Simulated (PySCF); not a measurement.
## Shifts of the heteroatoms

Numbering as in the mapped SMILES `[CH3:1][C@@H:2]([SiH3:3])[C@@:4]([CH3:5])([C:6]#[N:7])[CH:8]=[O:9]`; H(Xn) means a hydrogen on atom n.

PySCF calculation with PBE0/pcSseg-1 with gauge-including orbitals and GFN2-xTB geometry; non-relativistic, fast rotation and ring inversion assumed for equivalent nuclei, single conformer, no solvent.

**Question.** Predict the ²⁹Si NMR data.

**Answer.** 
```tsv
atoms	environment	σ (ppm)	δ (ppm)
Si3	silicon bonded to C, 3 H	413.1	-59.5
```

Shieldings were converted by a linear fit to measured shifts: ²⁹Si: δ = 279.94 − 0.822σ (rms 8.9 ppm, 72 shifts, 25.8 ppm with the 6 outliers that the fit left out vs TMS, solution or neat liquid). Occasional misses reach two or three times the rms, and more in compound classes unlike the fitted ones.

On a 400 MHz spectrometer ²⁹Si resonates near 79.5 MHz, so 1 ppm is 79.5 Hz.

**Question.** What are the ¹⁵N shifts?

**Answer.** 
```
atoms       environment  σ (ppm)  δ (ppm)
   N7  nitrile nitrogen    -43.6   -107.9
```

Shieldings were converted by a linear fit to measured shifts: ¹⁵N (scatter 6.3 ppm rms vs CH3NO2, solution or neat liquid). A few per cent of atoms miss by over 2 rms, more outside the fitted compound classes.

On a 600 MHz spectrometer ¹⁵N resonates near 60.8 MHz, so 1 ppm is 60.8 Hz.

**Question.** Predict the ¹⁷O NMR data.

**Answer.** 
```csv
atoms,environment,σ (ppm),δ (ppm)
O9,aldehyde oxygen,-354.4,589.6
```

Shieldings were converted by a linear fit to measured shifts: ¹⁷O (scatter 10.7 ppm rms, 12.2 ppm with the 3 outliers that the fit left out vs liquid water, solution or neat liquid). A few per cent of atoms miss by over 2 rms, more outside the fitted compound classes.

On a 400 MHz spectrometer ¹⁷O resonates near 54.2 MHz, so 1 ppm is 54.2 Hz.
